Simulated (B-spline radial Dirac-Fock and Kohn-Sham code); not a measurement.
These are calculated numbers from an atomic code on a B-spline grid; the model is Dirac-Fock orbitals of the configuration average with a finite nucleus.

Question: This computed X-ray form factor belongs to an atom or ion in its tabulated ground configuration. Which?

```
sin θ/λ (Å⁻¹)      f₀
          0.1  51.477
         0.35  46.145
          0.5  41.150
          0.8  30.728
          1.1  22.938
          1.2  21.103
          1.8  15.020
          2.5  10.937
            6   3.806
```

Answer: Ta²¹⁺, with 52 electrons in [Kr] 4d10 4f6. f₀ tends to the number of electrons as s goes to zero, which the first rows give only roughly, and the rate of fall reflects the nuclear charge, 73.

Question: This computed X-ray form factor belongs to an atom or ion in its tabulated ground configuration. Which?

```
sin θ/λ (Å⁻¹)      f₀
         0.13  36.383
         0.19  35.706
         0.27  34.476
         0.39  32.102
         0.47  30.306
         0.56  28.213
         0.82  22.613
         0.98  19.864
         1.18  17.166
```

Answer: Pr²²⁺, with 37 electrons in [Kr] 4d1. f₀ tends to the number of electrons as s goes to zero, which the first rows give only roughly, and the rate of fall reflects the nuclear charge, 59.
